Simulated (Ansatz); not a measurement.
`BC[SiH2]CF` + H₂O → `BC[SiH2]O` + fluoromethane  (formal hydrolysis of the Si–C bond)

Program: Ansatz. Geometries: PBE0-D4/def2-TZVP. ΔE: electronic, gas phase. CCSD(T)/CBS is the MP2 limit (def2-TZVPP, def2-QZVPP) plus CCSD(T) − MP2 in def2-TZVPP, frozen cores. This one scheme is used for every species. DFT in def2-TZVPP. B3LYP here is the variant with VWN-RPA as its local correlation; programs differ in this. Each species was taken in one conformer, which may not be the lowest.

`BC[SiH2]CF`:

Z-matrix (Å, degrees):
```
C
Si 1 1.889
B 1 1.532 2 107.3
H 1 1.095 2 103.1 3 121.7
H 1 1.094 2 104.7 3 -122.6
C 2 1.896 1 108.7 3 -177.5
H 2 1.485 1 111.0 3 -57.4
H 2 1.488 1 111.7 3 64.5
H 3 1.198 1 120.6 2 85.7
H 3 1.198 1 120.7 2 -90.3
F 6 1.392 2 110.2 1 56.6
H 6 1.095 2 111.2 1 -63.2
H 6 1.095 2 111.2 1 176.6
```

H₂O:

Z-matrix (Å, degrees):
```
O
H 1 0.960
H 1 0.960 2 105.1
```

`BC[SiH2]O`:

Z-matrix (Å, degrees):
```
C
Si 1 1.887
B 1 1.533 2 110.4
H 1 1.096 2 103.9 3 -122.2
H 1 1.095 2 103.3 3 122.5
O 2 1.648 1 110.9 3 -175.7
H 2 1.488 1 109.1 3 62.3
H 2 1.481 1 110.9 3 -59.4
H 3 1.198 1 120.7 2 88.3
H 3 1.198 1 120.8 2 -88.4
H 6 0.958 2 117.9 1 -67.9
```

`CF`:

```xyz
5

C    -0.018    0.051    0.028
F     0.385   -1.107   -0.597
H    -0.412   -0.194    1.016
H    -0.794    0.530   -0.573
H     0.840    0.720    0.126
```

Q: Is it downhill or uphill in electronic energy at CCSD(T)/CBS, and by how much? (Estimate.)

A: Computed: Downhill: ΔE = -106.6 kJ/mol.

Q: What do these levels give: B3LYP-D4, CAM-B3LYP-D4, ωB97X-V, revPBE, BLYP, PBE0, B3LYP, MP2/def2-SVP, CCSD(T)/def2-TZVPP, HF/def2-QZVPP, HF/CBS(def2), CCSD/CBS(def2)? (An estimate is asked.)

A: Computed: B3LYP-D4 -108.8, CAM-B3LYP-D4 -112.7, ωB97X-V -107.8, revPBE -99.3, BLYP -110.0, PBE0 -103.5, B3LYP -113.3, MP2/def2-SVP -108.0, CCSD(T)/def2-TZVPP -108.9, HF/def2-QZVPP -131.4, HF/CBS(def2) -131.5, CCSD/CBS(def2) -109.3 kJ/mol.

Largest T1 diagnostic among the species: 0.011.

From PBE to PBE0 (25 % exact exchange), in def2-TZVPP and without D4, ΔE moves by −5.1 kJ/mol. Leaving LDA and LC-ωPBE aside and taking each functional with its dispersion term where it has one, the values, not all of them listed here, spread over 22.5 kJ/mol, from BHLYP-D4 to revPBE-D4. In def2-TZVPP, CCSD(T) changes the Hartree–Fock value by +21.6 kJ/mol (the triples alone add +2.7 kJ/mol) and MP2 by +18.5 kJ/mol.
